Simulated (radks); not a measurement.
Values are calculated unless marked as measured or tabulated.
Task: The mean radii <r> (bohr) of the occupied orbitals of an atom or ion are listed with their occupations. Code: a radial shooting solver on a logarithmic mesh with Libxc functionals. Model: scalar-relativistic Kohn-Sham, SOGGA, spin-polarised, spherical densities, finite nucleus; Fermi nuclear charge, rms radius of each element as measured or else 0.836 A^(1/3) + 0.57 fm.

orbital  occ.      <r>
1s down     1  0.02113
1s up       1  0.02113
2s up       1  0.08981
2s down     1  0.08981
2p up       3  0.07947
2p down     3  0.07947
3s up       1   0.2347
3s down     1   0.2346
3p up       3   0.2336
3p down     3   0.2334
3d up       5   0.2123
3d down     5   0.2120
4s up       1   0.5288
4s down     1   0.5289
4p up       3   0.5596
4p down     3   0.5599
4d up       5   0.6045
4d down     5   0.6057
5s up       1    1.240
5s down     1    1.255
5p up       3    1.415
5p down     3    1.437
4f up       7   0.7545
4f down     1   0.7759

Name the element and its charge. Open shells, if any, are filled with parallel spins first.

Result: Z = 66, dysprosium, charge +4: Dy4+ in [Xe] 4f8. The 1s radius gives Z: for a bare nucleus <r> = (2 gamma + 1)/(2Z) with gamma = sqrt(1 - (Z/c)^2), 0.02085 bohr for Z = 66, and screening makes it slightly larger (0.02113 here). The occupations add up to 62, and the charge is Z minus that.
